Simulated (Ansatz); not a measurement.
Isomers of PbSe$_{2}$⁻ (doublet), relaxed with r2SCAN-D4/def2-TZVPD; total energies from Ansatz at PBE-QIDH/def2-TZVPD.

```tsv
isomer	description	energy (Eh)
A	point group C2v; 2 × Pb–Se 2.54 Å	-4994.69576
B	point group C2v; 2 × Pb–Se 2.59 Å	-4994.69371
```

In the def2 sets Pb takes a core potential; there is no spin–orbit coupling. Correlated methods freeze 22 core orbitals; core or outer-core shells of Pb, Se are correlated, in sets that lack core-valence functions.

The isomers come from a short search, and lower ones may exist.

Question: Work out the relative energies (1 Eh = 2625.5 kJ/mol) and the Boltzmann populations at 800 K from electronic energies alone (R = 8.314 J/mol/K).

Answer: ΔE: A 0.0, B 5.4 kJ/mol. RT = 6.65 kJ/mol. Factors exp(−ΔE/RT): A 1, B 0.444; sum 1.444. Populations: A 69.3 %, B 30.7 %. Zero-point energy, vibrational entropy and symmetry numbers are left out and can shift these; an error of 4 kJ/mol changes a ratio by a factor of 1.8. Over the other density-functional and correlated levels in def2 sets, the gap between A and B ranges from 2 to 6 kJ/mol.
